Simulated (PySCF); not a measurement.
TlP⁺ at UHF-SCS-MP2

Computed with UHF-SCS-MP2; basis Tl def2-SVP with ECP60, P def2-SVP; scalar-relativistic core potentials; PySCF 2.14.

For TlP⁺, the state is ⁴Σ⁻ (quartet), unpaired electrons σ ↑, π ↑↑ and the bond length is 3.434 Å. The harmonic wavenumber is 72.4 cm⁻¹. The force constant is 0.0832 mdyn/Å. The rotational constant Be is 0.05314 cm⁻¹ and the anharmonicity ωexe is 0.913 cm⁻¹. The vibration–rotation constant αe is 0.000736 cm⁻¹.

Correlated steps freeze 9 core orbitals. Spin–orbit coupling is left out, which matters for elements this heavy, above all for dissociation energies. The state is the lowest determinant that a PBE0 search found; another state may lie lower at other levels.
